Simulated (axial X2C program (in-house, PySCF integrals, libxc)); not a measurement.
CsP⁻: cheaper levels and CCSD(T), two-component

Calculated with an in-house relativistic program for diatomic molecules. Two-component (2c) means X2C with spin–orbit coupling and atomic mean-field two-electron Coulomb and Gaunt terms. Basis: Cs dyall-acv3z [16s16p10d4f1g], P dyall-av3z [9s8p3d2f] (cores contracted in-house); Gaussian nuclei, density fitting, unrestricted open shells. Masses: Cs 132.905 u, P 30.974 u.

State: Ω = 3/2 (⟨Sz⟩ = 1.50, ⟨Lz⟩ = 0.00 at HF); fragments Cs + P- for PBE0, MP2, CCSD, CCSD(T); Cs- + P for HF.

```json
{"level": "PBE0", "Re (Å)": "3.442", "ωe (cm⁻¹)": "130.2", "De (eV)": "1.18"}
{"level": "HF", "Re (Å)": "3.584", "ωe (cm⁻¹)": "122.9", "De (eV)": "n/a"}
{"level": "MP2", "Re (Å)": "3.486", "ωe (cm⁻¹)": "128.6", "De (eV)": "1.07"}
{"level": "CCSD", "Re (Å)": "3.513", "ωe (cm⁻¹)": "126.3", "De (eV)": "1.09"}
```

Correlated methods: 15 electrons correlated (number of frozen shells: Cs 4 s, 3 p, 2 d; P 2 s, 1 p), 315 virtual spin orbitals or spinors in MP2, 90 natural virtuals in coupled cluster.

CCSD(T), same Hamiltonian and basis:

Re = 3.506 Å, ωe = 126.5 cm⁻¹, De = 1.04 eV; T1 = 0.013 (Lee–Taylor normalisation).

Give the differences from CCSD(T) in the columns below.



```
level  ΔRe (Å)  Δωe (cm⁻¹)  ΔDe (eV)
 PBE0   -0.064         3.7      0.14
   HF    0.078        -3.6       n/a
  MP2   -0.020         2.1      0.03
 CCSD    0.007        -0.2      0.05
```

Occupations by symmetry block were frozen at the best pattern of an incomplete PBE0 search. Dissociation energies refer to the lowest single-determinant-based atoms at the same level and basis. De is not given where an atomic determinant may have missed its ground term or J level, or where the truncated virtual space spoils (T). Density functionals use the spin component along the axis (collinear). Coupled cluster ran in a truncated set of natural virtual spinors; the MP2 energy of the rest was added. (T) has no such correction and the atoms are truncated less, which lowers De at CCSD(T) by a hundredth of an eV or more. In 2c an atomic determinant is not the ground J level, so De misses part of the atomic spin–orbit lowering. This holds for PBE0, CCSD. Other states lie close and PBE0, whose exact exchange favours high spin, may order them wrongly; the determinant shown need not be the ground state. The nearest other spin-free determinant of the search, M_S = 1/2, Λ = 0, lies 0.015 eV up at the distance of the search. The functionals have no current-density term, which raises determinants with orbital currents, atoms included. With several unpaired electrons one determinant need not be a pure state. A state of lower Ω lies just above, and one determinant can place such states too high, so the state shown need not be the lowest. The search has Ω = 1/2 only 0.01 eV up. The highest occupied level of some functionals is positive through self-interaction error; at Hartree–Fock it is bound. This is the top spin component of a Σ state; components of lower Ω are not single determinants and can lie lower.
